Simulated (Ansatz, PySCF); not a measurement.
HI₃OSi, SMILES O[Si](I)(I)I.

The structure is a stationary point at PBE-D3(BJ)/def2-SVP. The def2 effective core potentials stand for the cores of I; spin–orbit coupling is left out. Other conformers were not sampled.

Vertical ionisation energy (IE) and electron affinity (EA) in eV. Rows of orbital energies are one-electron estimates. Where ΔSCF, EOM or ADC give a negative EA the extra electron is unbound and the value depends on the basis.

```tsv
level	IE	EA
−ε(HOMO), −ε(LUMO), ωB97X/def2-TZVP (PySCF)	9.77	0.27
−ε(HOMO), −ε(LUMO), PBE/def2-TZVP (PySCF)	6.50	2.99
ΔSCF, PBE/def2-SVPD (Ansatz), final states of multiplicity 2 and 2	8.87	1.00
```

### Question
What vertical singlet–triplet gap does ΔSCF give with PBE/def2-SVPD (Ansatz, a program for electronic structure)? (Estimate from the structure and the level; the computed values follow.)

### Answer
3.41 eV (triplet above singlet where positive).
